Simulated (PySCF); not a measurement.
B(H)(Et)(vinyl) (C4H9B), SMILES C(BCC)=C. Geometry optimised at PBE0-D3(BJ)/def2-SVP. This is a generated structure with no PubChem entry under its InChIKey; it may be hypothetical. One conformer was computed; it need not be the lowest.

Computed equilibrium geometry at PBE0-D3(BJ)/def2-SVP (PySCF confirms it by a frequency run) as a Z-matrix (one conformer of several):
```
B
H 1 1.2172
C 1 1.5544 2 116.33
C 3 1.3447 1 125.19 2 154.65
H 4 1.0934 3 121.98 1 4.41
H 4 1.0962 5 115.89 3 178.36
H 3 1.0985 4 116.46 5 178.19
C 1 1.5674 2 115.13 3 -177.86
H 8 1.1070 1 107.29 2 -46.50
H 8 1.1122 9 101.79 1 -106.44
C 8 1.5223 9 110.97 10 -116.93
H 11 1.1011 8 111.80 9 179.75
H 11 1.1012 12 107.33 8 122.82
H 11 1.1015 12 107.29 13 114.41
```
